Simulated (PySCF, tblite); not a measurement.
Species: C₄H₁₀O₃Si.
Numbering: `[CH3:1][O:2][SiH:3]([O:4][CH3:5])[C:6]([CH3:7])=[O:8]` (hydrogens: H9, H10, H11 on C1; H12 on Si3; H13, H14, H15 on C5; H16, H17, H18 on C7)

Cartesian coordinates in Å at the GFN2-xTB level; atoms count from 1:
```xyz
18
C4H10O3Si angstrom
C     -1.191    2.430    0.092
O     -1.194    1.081   -0.297
Si    -0.254   -0.125    0.243
O     -0.416   -1.378   -0.758
C     -1.579   -2.092   -1.074
C      1.590    0.384    0.097
C      2.568   -0.521   -0.591
O      1.920    1.457    0.562
H     -0.173    2.780    0.267
H     -1.648    3.009   -0.711
H     -1.772    2.556    1.008
H     -0.582   -0.445    1.635
H     -1.933   -2.644   -0.201
H     -1.335   -2.793   -1.872
H     -2.367   -1.416   -1.407
H      2.189   -0.754   -1.583
H      2.616   -1.455   -0.034
H      3.554   -0.068   -0.653
```

Method used: PBE0/pcSseg-1 in PySCF (dipole) on a GFN2-xTB geometry, gas phase.

Take the most abundant isotopes and a rigid rotor. The values belong to one conformer with, in the numbering `[CH3:1][O:2][SiH:3]([O:4][CH3:5])[C:6]([CH3:7])=[O:8]`, C1–O2–Si3–O4 -167°, O2–Si3–O4–C5 -60°, O2–Si3–C6–C7 -128°.

(1) Give the principal moments of inertia and the rotational constants in MHz.

(2) What kind of rotor is it?

(3) What does the inertial defect say?

(4) Give the other two planar moments, Paa and Pbb, and the rms extents of the mass along the axes.

(5) Where do the levels up to J = 5 lie, in MHz?

(6) Which lines would a microwave search look for?

(7) Estimate the classical rotational partition function at 10 K, 100 K and 200 K.

Answers

(1) Ia = 268.09, Ib = 334.78, Ic = 559.58 u·Å²; 505379 MHz·u·Å²/I gives A = 1885, B = 1510, C = 903.1 MHz.

(2) An asymmetric top: κ = (2 × 1510 − 1885 − 903.1)/(1885 − 903.1) = 0.24.

(3) Not planar: Δ = Ic − Ia − Ib = -43.29 u·Å². For a rigid frame Δ = −2 Σ m c², so Σ m c² = 21.64 u·Å² lies off the ab plane: 9.55 from hydrogen and 12.09 from heavier atoms. The atom farthest from that plane is 1.94 Å away.

(4) Paa = Σ m a² = (Ib + Ic − Ia)/2 = 313.13 and Pbb = Σ m b² = (Ia + Ic − Ib)/2 = 246.45 u·Å². With the mass M = 134.04 u, the rms extents √(P/M) along a, b and c are 1.53, 1.36, 0.40 Å.

(5) Above 0(0,0):
J = 1: 1(0,1) 2413, 1(1,1) 2788, 1(1,0) 3395
J = 2: 2(0,2) 6879, 2(1,2) 7007, 2(1,1) 8827, 2(2,1) 9953, 2(2,0) 10312
J = 3: 3(0,3) 13121, 3(1,3) 13150, 3(1,2) 16626, 3(2,2) 17191, 3(2,1) 18547, 3(3,1) 20771, 3(3,0) 20934
J = 4: 4(0,4) 21132, 4(1,4) 21137, 4(1,3) 26348, 4(2,3) 26538, 4(2,2) 29472, 4(3,2) 30873, 4(3,1) 31726, 4(4,1) 35292, 4(4,0) 35353
J = 5: 5(0,5) 30938, 5(1,5) 30939, 5(1,4) 37782, 5(2,4) 37829, 5(2,3) 42641, 5(3,3) 43289, 5(3,2) 45522, 5(4,2) 48128, 5(4,1) 48569, 5(5,1) 53553, 5(5,0) 53573

(6) The dipole components are |μa| = 2.28 D, |μb| = 0.37 D, |μc| = 0.08 D. The squared components, which scale the intensities, stand as 1.00 : 0.03 : 0.00 (a : b : c). Some lines, for components of 0.1 D or more:

```
type  branch         J(Ka,Kc)   MHz  lower level (cm⁻¹)
   b       Q  1(1,0) ← 1(0,1)   982               0.080
   b       Q  2(2,0) ← 2(1,1)  1485               0.294
   a       Q  2(1,1) ← 2(1,2)  1819               0.234
   b       R  1(1,1) ← 0(0,0)  2788               0.000
   b       Q  2(2,1) ← 2(1,2)  2946               0.234
   b       R  2(0,2) ← 1(1,1)  4091               0.093
   a       R  2(1,2) ← 1(1,1)  4219               0.093
   a       R  2(0,2) ← 1(0,1)  4467               0.080
   b       R  2(1,2) ← 1(0,1)  4595               0.080
   a       R  2(1,1) ← 1(1,0)  5432               0.113
   b       R  2(2,0) ← 1(1,1)  7524               0.093
```

(7) Point group C1, symmetry number σ = 1; q = (√π/σ)·√((kT/h)³/(ABC)), k/h = 20836.6 MHz/K: 3330 at 10 K, 105000 at 100 K, 297000 at 200 K.

Its GFN2-xTB frequencies are all real (lowest 31 cm⁻¹). These are rigid-rotor constants of the computed structure; measured ground-state constants (B0) also hold zero-point vibration. A rigid rotor knows nothing of internal rotation, which can split or shift real lines.

Time: 70 s wall (grids of density and orbitals included); peak memory 0.85 GiB. Hardware: one thread of an Arm Neoverse N1 (shared host). This is the PBE0/pcSseg-1 job that gave the dipole, with the shieldings it also computed.
